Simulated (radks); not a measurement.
Task: All-electron atom: Rh2+ in [Kr] 4d7. Calculated with a radial shooting solver on a logarithmic mesh with Libxc functionals: Dirac Kohn-Sham, exchange-only PBE, spin-unpolarised, spherical densities, finite nucleus; open shells fill j = l - 1/2 first; Fermi nuclear charge, rms radius 4.4945 fm. Some entries of the table are withheld. Estimate them.

| orbital | occ. | eigenvalue (eV) | r(max) (bohr) |
|---|---|---|---|
| 1s1/2 | 2 | -23046.65 | 0.02117 |
| 2s1/2 | 2 | -3357.487 | 0.1199 |
| 2p1/2 | 2 | (1) | 0.09293 |
| 2p3/2 | 4 | (2) | 0.09701 |
| 3s1/2 | 2 | -616.1205 | 0.3516 |
| 3p1/2 | 2 | -519.3647 | 0.3382 |
| 3p3/2 | 4 | -494.4842 | 0.3479 |
| 3d3/2 | 4 | -323.1534 | (3) |
| 3d5/2 | 6 | -318.2457 | (4) |
| 4s1/2 | 2 | -102.1512 | 0.8811 |
| 4p1/2 | 2 | -72.6755 | 0.9265 |
| 4p3/2 | 4 | -68.7258 | 0.9510 |
| 4d3/2 | 4 | -24.8568 | (5) |
| 4d5/2 | 3 | -24.4157 | (6) |

Result: 
(1) 2p1/2 eigenvalue (eV): -3110.247
(2) 2p3/2 eigenvalue (eV): -2965.603
(3) 3d3/2 r(max) (bohr): 0.2897
(4) 3d5/2 r(max) (bohr): 0.2925
(5) 4d3/2 r(max) (bohr): 1.124
(6) 4d5/2 r(max) (bohr): 1.135
